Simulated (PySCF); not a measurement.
F₃OSi, SMILES [O][Si](F)(F)F (connectivity only; charge and spin as stated), charge -1, multiplicity 1. The structure is a stationary point at PBE0-D3(BJ)/def2-SVPD. The multiplicity is an assumed one; other spin states were not compared. The isomer is the one that the SMILES or the coordinates give; other isomers of the formula were not compared.

Computed with PBE0-D3(BJ)/def2-SVPD run with PySCF 2.14.0.

Harmonic wavenumbers (cm⁻¹): 255, 255, 380, 383, 383, 725, 821, 821, 1196. Rotational constants (GHz): 4.171, 3.897, 3.897; symmetry number 3.

**Question.** Work out the zero-point energy and the ideal-gas rigid-rotor harmonic-oscillator thermochemistry at 298.15 K and 1 atm.

**Answer.** ZPE = ½ Σ hcν = ½ × 5218 cm⁻¹ = 31.21 kJ/mol. H − E(el) = 46.92 kJ/mol. Entropy in J/(mol K): translation 166.31, rotation 99.78, vibration 30.07, total 296.16. G − E(el) = -41.38 kJ/mol. Cp = 76.18 J/(mol K).
